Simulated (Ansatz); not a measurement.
Diatomic NaS, multiplicity 2 (lowest of 2S+1 = 2, 4 at CCSD(T)/def2-TZVPP on PBE0 minima; our sources give no spin for the ground state, which may be another).

D_e counts from the fitted minimum to each atom's lowest state at the same level, without counterpoise.

Correlated levels freeze the inner cores; with def2 sets outer-core shells near the valence are correlated too.

The values were computed with Ansatz (a first-principles code) with Gaussian orbitals. Values without a source in brackets are computed.

The comparison value is 59.81 kcal/mol (CCSD(T)/def2-QZVPP). It is a level with limits of its own, not the exact answer.

Question: Order these levels by how close they come to the comparison value for the bond energy D_e, closest first: BHLYP/def2-TZVPP, SVWN5/def2-TZVPP, wB97X-V/def2-TZVPP, PBE/def2-TZVPP, B97M-V/def2-TZVPP. Give each level's value less the comparison value.

Answer: PBE/def2-TZVPP (0.14 kcal/mol), B97M-V/def2-TZVPP (1.68 kcal/mol), wB97X-V/def2-TZVPP (2.35 kcal/mol), BHLYP/def2-TZVPP (-3.71 kcal/mol), SVWN5/def2-TZVPP (7.96 kcal/mol)
